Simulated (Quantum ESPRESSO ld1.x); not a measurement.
Task: These are the eigenvalues of the occupied orbitals of an atom or ion with whole-number occupations (hartree). Method: scalar-relativistic Kohn-Sham, relativistic LDA (MacDonald-Vosko exchange, VWN5 correlation), spin-unpolarised, spherical densities, point nucleus; computed with ld1.x of Quantum ESPRESSO 7.5.

| orbital | eigenvalue |
|---|---|
| 1s | -1644.30 |
| 2s | -267.698 |
| 2p | -239.447 |
| 3s | -58.3876 |
| 3p | -49.4850 |
| 3d | -37.2076 |
| 4s | -11.5888 |
| 4p | -8.65842 |
| 4d | -4.50475 |
| 5s | -1.53713 |
| 5p | -0.83469 |
| 6s | -0.13478 |
| 4f | -0.09040 |

Which element is it, and in what charge state? The configuration may be excited.

Result: Z = 61, promethium, charge 0: Pm in [Xe] 4f5 6s2. The list shows which subshells hold electrons but not how many an open one holds; the 1s level, -1644.3 hartree, gives Z - s = 57.3 by -(Z - s)^2/2, which with screening and relativity narrows Z to a few neighbours, and the depths of the outer levels then fix element, charge and occupations together.
